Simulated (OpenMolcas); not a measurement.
Cu4+ among 4 point charges of -1 e arranged as a square (D4h).

- Program: OpenMolcas 26.06
- Method: CASSCF
- Basis: ANO-RCC-VDZP [5s4p2d1f]
- Scalar Hamiltonian: DKH2, point nucleus
- Active space: 7 electrons in 5 orbitals (3d)
- State averaging: 2S+1 = 4 even, 10 roots; 2S+1 = 2 even, 40 roots
- Spin-orbit coupling: RASSI with atomic mean-field integrals over the reference wave functions

All point charges move together. At R = 1.58 Å the first state of the same spin is 954.2 cm-1, and at R = 1.77 Å it is 634 cm-1.

Question: A third run gives 800.2 cm-1. What distance was it run at?

Answer: With a power law R^-n the two known points give n = -ln(634 / 954.2) / ln(1.77 / 1.58) = 3.60. Then R = 1.58 × (954.2 / 800.2)^(1/3.60) = 1.659 Å. The run was at 1.66 Å, so the estimate is off by -0.001 Å.

Without dynamic correlation the repulsion within the d shell is too large (B by tens of per cent), so at a given field states of lower spin stand too high. Point charges give a weaker field than real ligands, and real ions of this kind are often low spin; the high spin found here belongs to the model. Spin-orbit coupling mixes the spin-free states strongly: the lowest level takes only 66 % from its leading state, 4A2 (figures for R = 1.58; the like holds for R = 1.66, R = 1.77). The ground term spreads over less than 5000 cm-1, several times less than with real ligands, so orbital moments are less quenched and χT lies further from the spin-only value than at real sites (holds for R = 1.66; R = 1.77). This is an electrostatic model: the charges have no orbitals. No measured value stands beside these numbers.
